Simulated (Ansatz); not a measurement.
Cu3H3⁺, relaxed as a doublet with UKS r2SCAN-D4/def2-SVP in Ansatz, starting from the GFN2-xTB geometry. Force threshold 0.02 eV/Å.

No other spin state of charge 1 was run. The structure comes from a short search, and lower isomers may exist.

Start:

```xyz
6

Cu    0.730   -0.122    0.465
Cu    3.467   -0.713    2.110
Cu   -2.139    0.407   -1.326
H     2.136   -0.370    1.344
H    -3.491    0.658   -2.169
H    -0.703    0.140   -0.422
```

```
         step   energy (eV)  largest force component (eV/Å)  SCF passes
            1  -133942.1037                           0.942          73
            2  -133942.3429                           0.416          57
            3  -133942.4044                           0.282          50
            4  -133942.5289                           0.392          57
            5  -133942.7170                           0.461          63
            6  -133942.9298                           0.519          63
            7  -133943.0369                           0.369          57
            8  -133943.1312                           0.284          49
            9  -133943.2071                           0.319          47
           10  -133943.2476                           0.112          48
           11  -133943.2728                           0.181          49
           14  -133943.3163                           0.276          47
           17  -133943.3862                           0.178          48
           20  -133943.6308                           0.242          47
23 (rejected)  -133943.8517                           0.300          39
           26  -133943.8716                           0.009          39
           29  -133943.8801                           0.187          40
           32  -133943.9406                           0.073          48
           35  -133943.9600                           0.117          40
           38  -133944.0284                           0.347          42
           41  -133944.2183                           0.080          37
           44  -133944.4190                           0.516          46
47 (rejected)  -133944.4168                           0.436          41
           50  -133944.4709                           0.010          47
```

Force components are those of the run's own axes.

End:

Cartesian coordinates in Å:
```
Cu 0.030 1.246 0.162
Cu 1.109 -0.822 0.469
Cu -1.133 -0.609 -0.644
H 1.428 0.814 0.820
H -1.391 1.077 -0.579
H -0.043 -1.706 -0.228
```

Bonds lost: Cu1–H6 (atoms count from 1). Bonds formed: Cu1–H5, Cu2–H6 (atoms count from 1). Metal–metal contacts that move far: Cu2–Cu3 6.67 to 2.51 Å, Cu1–Cu3 3.42 to 2.33 Å, Cu1–Cu2 3.25 to 2.35 Å.

The force fell under the threshold at step 26, but the optimiser went on and released 0.599 eV more. No frequencies were taken in this run, so the end may be a saddle point.

It took 4.6 min on 4 threads of Arm Neoverse V2 on a shared host.
